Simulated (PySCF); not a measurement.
This PySCF input asks for the NMR shieldings of `C=C(CB(C)C)B(C)P`, C6H15B2P; the geometry comes from GFN2-xTB.

```python
import basis_set_exchange as bse
import numpy as np
from pyscf import gto, dft
from pyscf.prop import nmr

atoms = """
C     0.664548    1.407992   -1.697788
C     0.586850    0.814541   -0.503889
C    -0.555948    1.155921    0.425727
B    -1.697410    0.058492    0.288513
C    -3.167328    0.510379   -0.058373
C    -1.332587   -1.464772    0.443050
B     1.664578   -0.198432   -0.023746
C     2.298692   -1.265906   -0.999197
P     2.191460   -0.186329    1.796889
H    -0.041452    2.161345   -2.014014
H     1.456426    1.182941   -2.392962
H    -0.176302    1.135782    1.453825
H    -0.914781    2.166620    0.223033
H    -3.878601   -0.307776   -0.142404
H    -3.183565    1.061751   -0.998405
H    -3.547786    1.201838    0.693026
H    -2.114161   -2.041121    0.934380
H    -0.395015   -1.640053    0.968498
H    -1.218658   -1.898116   -0.551447
H     2.673853   -2.148669   -0.482511
H     1.614683   -1.592756   -1.779391
H     3.156050   -0.819756   -1.505709
H     3.539522   -0.450498    1.629364
H     2.365198    1.176347    1.968018
"""
names = dict.fromkeys(["C", "B", "P", "H"], "pcSseg-1")
basis = {el: gto.basis.parse(bse.get_basis(n, elements=[el], fmt="nwchem")) for el, n in names.items()}
mol = gto.M(atom=atoms, basis=basis, charge=0, verbose=0)
mf = dft.RKS(mol, xc="PBE0")
mf.grids.level = 2
mf.grids.alignment = dft.numint.BLKSIZE   # the property module wants whole blocks of grid points
mf.conv_tol = 1e-9
mf.kernel()

calc = nmr.RKS(mf)   # GIAO
C = mf.mo_coeff
Co = C[:, mf.mo_occ > 0]
resp = mf.gen_response(singlet=True, hermi=2)
def vind(x):   # induced exchange potential for any number of trial vectors
    d = np.einsum("pi,xij,qj->xpq", C, 2 * x.reshape(-1, C.shape[1], Co.shape[1]), Co, optimize=True)
    return np.einsum("xpq,pi,qj->xij", resp(d - d.transpose(0, 2, 1)), C, Co, optimize=True).ravel()
mo1, _ = nmr.rhf.solve_mo1(calc, with_cphf=vind)
sigma = calc.kernel(mo1)
for i, s in enumerate(sigma):   # ppm
    w = np.linalg.eigvalsh((s + s.T) / 2)
    print("%2d %-2s iso %8.1f  s11 %8.1f  s22 %8.1f  s33 %8.1f" % (i, mol.atom_pure_symbol(i), w.mean(), *w))
```

Question: What does it print?

Answer: 
```
 0 C  iso     62.3  s11    -34.6  s22     66.3  s33    155.1
 1 C  iso     21.4  s11    -98.2  s22     -1.5  s33    164.0
 2 C  iso    138.7  s11    120.5  s22    134.7  s33    161.0
 3 B  iso     14.5  s11    -47.6  s22    -28.2  s33    119.4
 4 C  iso    171.5  s11    153.9  s22    173.2  s33    187.3
 5 C  iso    171.3  s11    155.4  s22    172.4  s33    186.1
 6 B  iso     10.5  s11    -67.0  s22    -21.4  s33    120.0
 7 C  iso    171.5  s11    152.8  s22    175.3  s33    186.4
 8 P  iso    516.4  s11    458.2  s22    487.2  s33    603.8
 9 H  iso     26.3  s11     23.6  s22     25.4  s33     30.0
10 H  iso     26.5  s11     23.2  s22     25.9  s33     30.4
11 H  iso     29.1  s11     24.5  s22     29.9  s33     33.0
12 H  iso     28.9  s11     26.9  s22     28.2  s33     31.7
13 H  iso     30.7  s11     26.7  s22     29.8  s33     35.8
14 H  iso     30.9  s11     27.2  s22     29.7  s33     35.8
15 H  iso     30.8  s11     27.0  s22     29.4  s33     36.0
16 H  iso     30.8  s11     26.4  s22     29.4  s33     36.5
17 H  iso     30.7  s11     25.5  s22     30.0  s33     36.7
18 H  iso     31.4  s11     27.0  s22     31.2  s33     35.8
19 H  iso     30.1  s11     26.7  s22     29.8  s33     34.0
20 H  iso     30.5  s11     27.1  s22     29.2  s33     35.2
21 H  iso     30.6  s11     26.6  s22     28.7  s33     36.6
22 H  iso     29.3  s11     24.4  s22     27.5  s33     36.0
23 H  iso     29.1  s11     24.1  s22     27.9  s33     35.2
```

These numbers come from an equivalent density-fitted implementation of the same equations, which agrees with the script to about 0.01 ppm for H and up to a few tenths of a ppm for heavy atoms, so last digits may differ.

Size and cost of the density-fitted run: 235 basis functions, 3.5 min wall time (3.1 min CPU) on 1 thread of an Intel Xeon, shared host; peak memory 1.1 GiB.
